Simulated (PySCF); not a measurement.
# Nonlinear optical response: SMILES CSc1ccc(/C=C/Cl)cc1, C₉H₉ClS

Geometry (Å), atoms numbered from 1 in this order:
```xyz
20

C     3.214   -0.527   -0.801
S     2.459   -0.285    0.812
C     0.738   -0.296    0.456
C     0.184   -0.430   -0.821
C    -1.198   -0.424   -0.989
C    -2.075   -0.283    0.094
C    -3.515   -0.283   -0.154
C    -4.477   -0.141    0.766
Cl   -6.154   -0.155    0.372
C    -1.503   -0.149    1.374
C    -0.131   -0.155    1.552
H     2.910   -1.483   -1.253
H     4.297   -0.552   -0.620
H     2.990    0.303   -1.487
H     0.822   -0.540   -1.699
H    -1.609   -0.530   -1.996
H    -3.824   -0.412   -1.196
H    -4.290   -0.003    1.833
H    -2.143   -0.040    2.252
H     0.285   -0.052    2.558
```

Theory: quadratic response CAM-B3LYP/def2-SVPD first hyperpolarisability, Taylor convention, gas phase in PySCF. Geometry: PBE0-D3(BJ)/def2-SVP.

Problem. Give β for the processes computed.

Solution. In 10⁻³⁰ esu, Taylor convention; the vector part is βᵢ = ⅓ Σⱼ (βᵢⱼⱼ + βⱼᵢⱼ + βⱼⱼᵢ); β∥ is 3/5 of the vector part along the dipole, the dipole points from − to +:
| process | λ (nm) | β vector norm | β∥ | β HRS | depolarisation ratio |
| --- | --- | --- | --- | --- | --- |
| static β(0;0,0) | ∞ | 7.78 | 4.15 | 3.45 | 4.08 |
| second harmonic β(−2ω;ω,ω) | 1907 | 9.09 | 4.84 | 4.01 | 4.17 |
| Pockels β(−ω;ω,0) | 1907 | 8.19 | 4.36 | – | – |
| second harmonic β(−2ω;ω,ω) | 1064 | 13.36 | 7.11 | 5.81 | 4.37 |
| Pockels β(−ω;ω,0) | 1064 | 9.19 | 4.90 | – | – |

Problem. Which lowest excitations, dipole and polarisabilities go with it?

Solution. S1 4.38 eV (f = 0.638); S2 4.67 eV (f = 0.149); S3 5.35 eV (f = 0.000); dipole 2.51 D; isotropic α 158.2 au static, 159.3 au at 1907 nm, 161.8 au at 1064 nm, 162.7 au at 953.5 nm, 175.4 au at 532 nm.
